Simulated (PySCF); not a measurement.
## LiPb: one state, many levels of theory

State: ⁴Σ⁻ (quartet), unpaired electrons σ ↑, π ↑↑. Set-up: PySCF, scalar-relativistic core potentials, basis sets Li cc-pVDZ, Pb cc-pVDZ-PP with ECP60. De refers to Li + Pb in their high-spin ground configurations, without counterpoise correction. The functionals are run spin-unrestricted. A positive dipole means Li(−)Pb(+).

| Level | Re (Å) | ωe (cm⁻¹) | De (eV) | μ (D) |
| --- | --- | --- | --- | --- |
| UHF | 2.680 | 333 | 0.92 | -6.09 |
| UHF-MP2 | 2.659 | 351 | 1.34 | n/a |
| UHF-SCS-MP2 | 2.658 | 350 | 1.19 | n/a |
| UHF-CCSD | 2.663 | 348 | 1.31 | n/a |
| UHF-CCSD(T) | 2.664 | 348 | 1.33 | n/a |
| LDA | 2.634 | 336 | 1.64 | -4.83 |
| PBE | 2.667 | 329 | 1.36 | -4.60 |
| revPBE | 2.685 | 324 | 1.26 | -4.61 |
| r²SCAN | 2.651 | 340 | 1.52 | -5.36 |
| PBE0 | 2.646 | 340 | 1.34 | -5.13 |
| B2PLYP | 2.648 | 342 | 1.24 | -5.42 |

Problem. Which functional lies closest to UHF-CCSD(T) in De, which farthest, and by how much do they differ from it?

Solution. Closest is PBE0 (-1.8 pm in Re, -2.3 % in ωe, +0.01 eV in De against UHF-CCSD(T) in the same basis), farthest LDA (-3.0 pm in Re, -3.4 % in ωe, +0.31 eV in De). CCSD(T) converges more slowly with the basis than the functionals do and binds too weakly in this one, so the order can change at the basis-set limit.

Problem. What does second-order correlation do here, going from UHF to UHF-MP2?

Solution. UHF-MP2 less UHF: -2.1 pm in Re, +5.4 % in ωe, +0.42 eV in De. Correlation nearly always deepens the well. The bond shortens, as in weak, metallic or heavy-atom bonds, where dispersion and the correlation of outer-core electrons pull the atoms together.

Problem. What does the triples do here, going from UHF-CCSD to UHF-CCSD(T)?

Solution. UHF-CCSD(T) less UHF-CCSD: +0.1 pm in Re, +0.0 % in ωe, +0.02 eV in De. Correlation nearly always deepens the well. The bond length hardly moves.

Correlated steps freeze 4 core orbitals. Correlated levels converge slowly with the basis: in double zeta they bind strong bonds too weakly, by up to about 1 eV, and carry superposition errors of some tenths. These are scalar-relativistic numbers at best; spin–orbit coupling would shift them, the dissociation energy most. B2PLYP dipoles, levels and charges come from its SCF part alone. The state is the lowest determinant that a PBE0 search found; another state may lie lower at other levels.
